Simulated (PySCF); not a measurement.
C₆ coefficients of unlike pairs at PBE0

Calculated with PySCF 2.14 from the dipole response of each species, C₆(A,B) = (3/π) ∫ α_A(iu) α_B(iu) du, in atomic units, from isotropic polarisabilities. For ions this is the dispersion term alone; charge-induced terms of lower order in 1/R come first.

```csv
species,configuration,basis,relativity,α (bohr³),C₆ (like pair)
Rb⁺,[Kr] (1S),aug-cc-pVDZ-X2C (7s6p4d),spin-free X2C,6.645,25.34
Cl³⁺,[Ne] 3s2 3p2 (3P),aug-cc-pVDZ-DK (5s4p2d),spin-free X2C,4.268,11.49
F²⁺,[He] 2s2 2p3 (4S),aug-cc-pVTZ-DK (5s4p3d2f),spin-free X2C,1.243,1.576
Ru²⁺,[Kr] 4d6 (5D),def2-QZVPPD with the def2 core potential (28 electrons) (7s5p4d4f2g),core potential,8.079,43.41
```

(1) Estimate C₆ for Ru²⁺ with F²⁺.

No spin-orbit coupling is included.

The other pairs:

| pair | C₆ |
| --- | --- |
| Ru²⁺, Rb⁺ | 32.71 |
| Cl³⁺, Rb⁺ | 17.03 |
| F²⁺, Cl³⁺ | 4.076 |
| F²⁺, Rb⁺ | 5.936 |
| Ru²⁺, Cl³⁺ | 22.20 |

Answers

(1) The integral gives 8.125. The combination rule 2 C_A C_B / (C_A α_B/α_A + C_B α_A/α_B) gives 8.086 and the geometric mean 8.272.
